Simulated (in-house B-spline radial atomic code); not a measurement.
## Removing one electron from Nb²³⁺

Closed shell [Ne] 3s2 3p6. Computed with an all-electron radial atomic-structure program (B-spline basis): Koopmans values of Dirac-Hartree-Fock plus a diagonal self-energy, in second order or with its direct term screened (direct RPA, with the hole-particle interaction, or full time-dependent Hartree-Fock), linearised in energy; no-pair Dirac-Coulomb Hamiltonian, finite nucleus. Shifts add to the Koopmans value (the ΔSCF shift is orbital relaxation alone); the final value takes TDHF screening with Breit and QED.

Command:
```bash
python run_mb.py task.json out
```
Settings (nuclear radius in fm, box in bohr, cutoff in hartree):
```
basis_form          2
Z                   41
core_configuration  [Ne] 3s2 3p6
rms_radius          4.324
mass_number         93
speed_of_light      137.036
box_radius          4.262
lmax                7
intervals           59
virtual_cutoff      6724.0
```

Time taken, with all properties: 7.9 s on 1 thread of Intel(R) Xeon(R) 6975P-C, with other jobs on the host.

Energies in eV:

| subshell | Koopmans | ΔSCF shift | second order | direct RPA | hole-particle | TDHF | Breit + QED | final |
| --- | --- | --- | --- | --- | --- | --- | --- | --- |
| 3p3/2 | 1177.30 | -1.024 | ? | ? | ? | ? | ? | ? |
| 3p1/2 | 1198.49 | -1.083 | 0.709 | 0.696 | 0.460 | 0.518 | -0.958 | 1198.05 |

Problem. What does the self-energy do to 3p3/2?

Solution. It shifts the removal energy by 0.901 eV in second order, 0.778 with direct RPA, 0.650 with the hole-particle term and 0.721 with TDHF screening (quasi-particle weight 0.987); Breit and QED add -0.640 eV. The final value is 1177.38 eV, against 1176 ± 4 eV (NIST, semi-empirical).
